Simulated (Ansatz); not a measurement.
CH$_{3}$ClGa, SMILES `[CH3][Ga][Cl]` radical. Charge 0, multiplicity 2. Geometry: relaxed with PBE0-D4/def2-TZVP.

```xyz
6

C     0.457   -0.525   -0.214
Ga   -0.485    1.217   -0.496
Cl   -1.807    1.808    1.138
H    -0.309   -1.291   -0.078
H     1.042   -0.433    0.704
H     1.102   -0.776   -1.054
```

(1) What is the dipole moment at ωB97M-V/def2-TZVPP? (An estimate is asked.)

(2) And with PBE, r2SCAN, B3LYP? (Estimate.)

(3) Give the Mulliken charges with ωB97M-V, PBE, r2SCAN in def2-TZVPP. (An estimate is asked.)

Results:

(1) Computed: 2.62 D, with components (1.69, -1.20, -1.60) D in this frame, pointing from negative to positive charge.

(2) Computed: PBE 2.49 D, r2SCAN 2.59 D, B3LYP 2.61 D.

(3) Ansatz gave: 
| atom | ωB97M-V | PBE | r2SCAN |
| --- | --- | --- | --- |
| C1 | -0.44 | -0.35 | -0.29 |
| Ga2 | 0.36 | 0.29 | 0.34 |
| Cl3 | -0.29 | -0.28 | -0.31 |
| H4 | 0.13 | 0.11 | 0.09 |
| H5 | 0.13 | 0.11 | 0.09 |
| H6 | 0.13 | 0.11 | 0.08 |

B3LYP here is the variant with VWN-RPA as its local correlation; programs differ in this.
